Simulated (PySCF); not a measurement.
## Electron correlation in Bi (bismuth, neutral)

[Xe] 4f14 5d10 6s1 6p3 6d1, high-spin 6D determinant (an excited configuration). Computed with PySCF 2.14 in aug-cc-pwCVDZ-PP with ECP60MDF (6s5p4d1f, 48 functions), with scalar relativity through the core potential. Frozen: 5s2 5p6 5d10; 5 electrons correlated.

```json
{"level": "CCSD", "correlation energy (mhartree)": "-17.14"}
{"level": "(T)", "correlation energy (mhartree)": "-0.11"}
{"level": "CCSD(T)", "correlation energy (mhartree)": "-17.25"}
```

Diagnostics: T1 = 0.0025, D1 = 0.0047, largest double amplitude 0.028.

Spin-orbit coupling is strong in this species (close to jj coupling), so the high-spin LS determinant is a model state, not a physical level. The outer electron is Rydberg-like, and this basis confines it to a smaller radius and binds it less than a complete one would.

Cost of the coupled-cluster step: roughly 0.26 core-seconds, for 5 correlated electrons.

Iterations:

```
CC2 = 0
CCSD nocc = (np.int64(5), np.int64(0)), nmo = (39, 39)
frozen orbitals [[0, 1, 2, 3, 4, 5, 6, 7, 8], [0, 1, 2, 3, 4, 5, 6, 7, 8]]
max_cycle = 100
direct = 0
conv_tol = 1e-08
conv_tol_normt = 1e-06
diis_space = 8
diis_start_cycle = 0
Init t2, MP2 energy = -0.0129087918594982
Init E_corr(UCCSD) = -0.012908791865009
cycle = 1  E_corr(UCCSD) = -0.015984369949507  dE = -0.00307557808  norm(t1,t2) = 0.0241635
cycle = 2  E_corr(UCCSD) = -0.0167932257995105  dE = -0.00080885585  norm(t1,t2) = 0.00813414
cycle = 3  E_corr(UCCSD) = -0.0171615010469545  dE = -0.000368275247  norm(t1,t2) = 0.00336049
cycle = 4  E_corr(UCCSD) = -0.0171423259265116  dE = 1.91751204e-05  norm(t1,t2) = 0.000801523
cycle = 5  E_corr(UCCSD) = -0.0171447631998166  dE = -2.4372733e-06  norm(t1,t2) = 0.000117777
cycle = 6  E_corr(UCCSD) = -0.0171444607232808  dE = 3.02476536e-07  norm(t1,t2) = 1.94011e-05
cycle = 7  E_corr(UCCSD) = -0.0171445738442749  dE = -1.13120994e-07  norm(t1,t2) = 3.59796e-06
cycle = 8  E_corr(UCCSD) = -0.0171445363280901  dE = 3.75161848e-08  norm(t1,t2) = 5.89534e-07
cycle = 9  E_corr(UCCSD) = -0.0171445424226243  dE = -6.09453424e-09  norm(t1,t2) = 1.18025e-07
UCCSD converged
E(UCCSD) = -213.1119393364222  E_corr = -0.01714454242262431
UCCSD(T) correction = -0.000113742627357459
```

Spin-orbit coupling is strong in this species, so the high-spin LS determinant is a model state.
